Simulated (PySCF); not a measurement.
Computed shifts of a molecule C2H8BNO, PBE/pcSseg-1 (PySCF), GIAO, gas phase, atoms alike by connectivity averaged where their shifts nearly agree, in ppm (number of nuclei): ¹³C: 54.6 (1), 2.0 (1). ¹H: 3.92 (3), 2.79 (1), 2.68 (1), 0.41 (3). ¹⁵N: 79.9 (1). References: ¹¹B against BF3 (σ = 83.9 ppm); ¹³C against TMS (σ = 182.0 ppm); ¹H against TMS (σ = 31.49 ppm); ¹⁷O against H2O (σ = 334.3 ppm); ¹⁵N against NH3 (σ = 267.0 ppm), references at their B3LYP-D3(BJ)/def2-TZVP geometries, non-relativistic. Geometry: B3LYP-D3(BJ)/def2-SVP. Other conformers were not sampled.

**Question.** Which structure fits?
A) COB(C)N
B) CCOBN
C) CN(C)BO
D) CNBOC

**Answer.** A, COB(C)N
